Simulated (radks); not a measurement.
Values are calculated unless marked as measured or tabulated.
Problem. Ca2+, 18 electrons, occupied as [Ar]. Level of theory: scalar-relativistic Kohn-Sham, PBE, spin-unpolarised, spherical densities, finite nucleus; Fermi nuclear charge, rms radius 3.4776 fm (a radial shooting solver on a logarithmic mesh with Libxc functionals). Some entries of the table are withheld. Estimate them.

orbital,occ.,eigenvalue (eV),<r^2> (bohr^2),r(max) (bohr)
1s,2,(1),0.007943,0.05028
2s,2,-429.8269,0.1572,(2)
2p,6,(3),0.1329,0.2466
3s,2,-62.2359,1.528,0.9929
3p,6,(4),1.860,1.046

Solution. 
(1) 1s eigenvalue (eV): -3964.953
(2) 2s r(max) (bohr): 0.2999
(3) 2p eigenvalue (eV): -350.2037
(4) 3p eigenvalue (eV): -43.0597
